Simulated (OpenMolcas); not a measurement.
**Mn5+, Tc5+, Re5+: d2 down the group**

```json
{"Program": "OpenMolcas 26.06", "Method": "SS-CASPT2, IPEA 0.25 Eh, imaginary shift 0.1 Eh", "Basis": "ANO-R3", "Scalar Hamiltonian": "X2C, finite nucleus", "Spin-orbit coupling": "state interaction with AMFI integrals over the reference wave functions, term energies averaged over their components"}
```

Active space for each ion: 2 electrons in 5 orbitals (d); closed shells correlated by CASPT2: Mn5+ 3s 3p; Tc5+ 4s 4p; Re5+ 5s 5p.

Computed levels in cm-1 above 3F2:

```json
{"Level": "3F3", "Mn5+": "737", "Tc5+": "2000", "Re5+": "8130"}
{"Level": "3F4", "Mn5+": "1665", "Tc5+": "4230", "Re5+": "14620"}
{"Level": "1D2", "Mn5+": "15120", "Tc5+": "11690", "Re5+": "16590"}
{"Level": "3P0", "Mn5+": "18490", "Tc5+": "13320", "Re5+": "14950"}
{"Level": "3P1", "Mn5+": "18760", "Tc5+": "14170", "Re5+": "19760"}
{"Level": "3P2", "Mn5+": "19340", "Tc5+": "16090", "Re5+": "27910"}
{"Level": "1G4", "Mn5+": "25740", "Tc5+": "19120", "Re5+": "26900"}
{"Level": "1S0", "Mn5+": "59900", "Tc5+": "43350", "Re5+": "50940"}
{"Level": "weight of 3F in the lowest level (%)", "Mn5+": "100", "Tc5+": "98", "Re5+": "88"}
```

Mixed levels, with the weight of the term that names them: Re5+ 1D2 (55 %), Re5+ 3P2 (64 %).

Measured, with the error of the calculation in %. Measured levels: Mn5+ from Corliss and Sugar, J. Phys. Chem. Ref. Data 6, 1253 (1977).

```
Level          Mn5+
  3F3    746 (-1.2)
  3F4   1669 (-0.2)
  1D2  15336 (-1.4)
  3P0  17782 (+4.0)
  3P1  18057 (+3.9)
  3P2  18628 (+3.8)
  1G4  25511 (+0.9)
```

The fine-structure level 3F4 changes by a factor of 8.78 from Mn5+ to Re5+.

Without spin-orbit coupling 1D lies 14220, 9600, 8470 cm-1 above 3F in that order; the difference to the level 1D2, of either sign, comes from spin-orbit coupling, which also lowers the zero.

CASPT2 breaks the degeneracy within a term, and the mean is taken; among the terms shown or strongly mixed into the levels shown the widest spread is 870 cm-1 (4d2 1G, Tc5+). Measured partners are found by configuration, term and J. A level has none where our copy of the source lacks it or the pairing is in doubt (some pairs that miss far off the trend of their configuration count as doubtful), and it then counts in no deviation. Levels of configurations outside the active space are missing.
